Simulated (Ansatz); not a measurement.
Total energies of Mo(OH)F5 (MoOF₅H) from Ansatz at PBE0-D4/def2-TZVPD, gas phase (1 Eh = 27.2114 eV = 2625.5 kJ/mol). The reference geometry is relaxed at r2SCAN-D4/def2-SVP.

Cartesian coordinates in Å:
```
Mo 0.2387 0.0288 0.2022
O -0.8747 -0.5590 -1.1232
H -1.6975 -0.4096 -1.6117
F 1.2083 0.7878 1.5651
F 1.3218 -1.4502 0.1415
F -0.8129 1.5463 0.3002
F -0.7634 -0.8002 1.5057
F 1.3797 0.8561 -0.9798
```

```
                state   geometry  energy (Eh)
     charge 0 singlet  reference   -643.15432
    charge -1 doublet  reference   -643.26723
free Mo atom (septet)          –    -68.10433
free O atom (triplet)          –    -75.01925
free H atom (doublet)          –     -0.50104
free F atom (doublet)          –    -99.67703
```

In the def2 sets Mo takes a core potential; there is no spin–orbit coupling.

(1) Work out the vertical electron affinity, to the doublet.

(2) What is the binding energy per atom against free atoms?

(1) E(charge 0 singlet) − E(charge -1 doublet) = -643.15432 − (-643.26723) = 0.11291 Eh = 3.07 eV.

(2) Atoms: 1 × (-68.10433) + 1 × (-75.01925) + 1 × (-0.50104) + 5 × (-99.67703) = -642.00977 Eh. Binding: -642.00977 − (-643.15432) = 1.14455 Eh = 31.14 eV, or 3.89 eV for each of 8 atoms (no zero-point energy, no counterpoise term).
